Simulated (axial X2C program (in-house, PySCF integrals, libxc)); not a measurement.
# Low determinants of InO⁻ at the PBE0 level, with spin–orbit coupling

Calculated with an in-house relativistic program for diatomic molecules. Two-component (2c) means X2C with spin–orbit coupling and atomic mean-field two-electron Coulomb and Gaunt terms. Basis: In dyall-acv3z [12s13p10d5f1g], O dyall-av3z [7s6p3d2f] (cores contracted in-house); Gaussian nuclei, density fitting, unrestricted open shells. Masses: In 114.904 u, O 15.995 u.

Search at 1.930 Å (vertical energies from the lowest determinant):

| ΔE (eV) | state | electrons beyond evenly filled partner blocks | electrons in ±ω = 1/2, 3/2, 5/2, 7/2 |
| --- | --- | --- | --- |
| 0.00 | Ω = 0 | none | 38 16 4 0 |
| 1.96 | Ω = 2 | ω = 1/2, ω = 3/2 | 37 17 4 0 |
| 2.03 | Ω = 1 | 2 × ω = 1/2 | 38 16 4 0 |
| 2.09 | Ω = 1 | ω = -1/2, ω = 3/2 | 37 17 4 0 |
| 2.28 | Ω = 1 | ω = -1/2, ω = 3/2 | 39 15 4 0 |
| 2.35 | Ω = 2 | ω = 1/2, ω = 3/2 | 39 15 4 0 |
| 2.36 | Ω = 3 | 2 × ω = 3/2 | 38 16 4 0 |

Lowest determinant, Ω = 0 (closed shell): Re = 1.911 Å, ωe = 698.3 cm⁻¹.

The determinant in row 2 of the search, Ω = 2 (⟨Sz⟩ = 1.00, ⟨Lz⟩ = 1.00 at PBE0), was followed along the bond at PBE0; measured from the minimum of the lowest determinant it gives:

Te = 1.959 eV (15803 cm⁻¹), Re = 1.966 Å, ωe = 506.1 cm⁻¹.

Task: Compare the bond of the determinant in row 2 with that of the lowest one.

Result: At PBE0 its Re is 0.055 Å longer and its force constant, which goes as ωe², is 0.53 times that of the lowest determinant. T0 ≈ Te + Δωe/2 = 15803 + (-96) = 15707 cm⁻¹.

The search compares states at one distance, so a state with another bond length can lie lower; it is not exhaustive and yields mostly the lowest determinant of each block pattern, so other components and higher states of one pattern are missing. These are energies of single determinants, not of spin-adapted states; PBE0 term energies can be off by some tenths of an eV, and the functional has no current term. Open-shell Ω = 0 determinants with evenly filled partner blocks cannot be reached by this program, so the Ω shown need not be the lowest component. For an anion, determinants above electron detachment are held by the basis set. Row 2 has a positive highest level at its minimum.
